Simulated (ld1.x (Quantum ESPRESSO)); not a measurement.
Results of a calculation; reference values are marked as such.
## Pseudopotentials across the periodic table

Generated with ld1.x 7.5 (TM, RRKJ, ultrasoft, PAW), atompaw 4.2 or ONCVPSP 4.0.1. The cutoff is in Ry: for ld1.x and atompaw files where the sum of valence levels is converged to 10 mRy in a Bessel basis, for ONCV files where the hardest occupied wave has 1 mHa per electron of residual kinetic energy. The error is the largest all-electron minus pseudo excitation energy over each file’s own four to seven test configurations (ionisations up to +4, promotions, holes and added fractions of an electron), all of which were solved. The labels leave out finer settings (local radius, basis sizes, second energies), which also bear on the numbers. Spin-polarised tests are not counted. The rows are a selection from randomly drawn settings: files with unsolved tests, undetermined cutoffs or missed reference levels are left out.

A true bound ghost makes a file unfit for plane-wave use even where its test errors are small: the radial tests pick states by their node count and pass the ghost by.

| element | potential | cutoff (Ry) | largest error (meV) | bound ghosts |
| --- | --- | --- | --- | --- |
| S | PAW, PBE, non-relativistic, rc 1.70/1.75 (sp), local smoothed, core correction yes, reference 3s2 3p4 | 18 | -29 | none |
| Cr | TM, PBE, non-relativistic, rc 1.55/1.10/1.25 (spd), local smoothed, core correction yes, reference 3s2 3p6 3d6 4s0 4p0 | 120 | +395 | none |
| Ge | ultrasoft, PBE, fully relativistic, rc 1.70/1.85 (sp), local smoothed, core correction yes, reference 4s1.75 4p2.25 | 10 | -37 | none |
| Ge | TM, PBEsol, scalar-relativistic, rc 1.50/1.50/1.55 (spd), local s, core correction yes, reference 4s2 4p2 | 40 | -280 | p, d |
| Yb | PAW, PBEsol, scalar-relativistic, rc 3.45/4.25/3.65 (spd), local smoothed, core correction yes, reference 5d1 6s1.75 6p0 | 6 | -76 | none |
| Lu | PAW, PBE, scalar-relativistic, rc 1.55/1.95/2.25 (spd), local smoothed, core correction yes, reference 5s2 5p6 5d1 6s2 6p0 | 21 | -450 | none |

Task: Fill in the row for Mn: TM semilocal, LDA (PZ), scalar-relativistic, rc 2.30/2.00/1.00 (spd), local p, core correction yes, reference 3d5 4s1 4p0.

Result: cutoff 180 Ry, largest error -1559 meV, bound ghosts: none.

Task: Fill in the row for Rb: TM semilocal, PBEsol, scalar-relativistic, rc 4.00/1.80/4.20 (spd), local p, core correction yes, reference 4p6 4d0.5 5s0.5 5p0.

Result: cutoff 30 Ry, largest error -93 meV, bound ghosts: none.

Task: Fill in the row for Si: TM, LDA (PZ), non-relativistic, rc 1.90/1.80 (sp), local smoothed, core correction no, reference 3s2 3p2.

Result: cutoff 15 Ry, largest error +246 meV, bound ghosts: none.
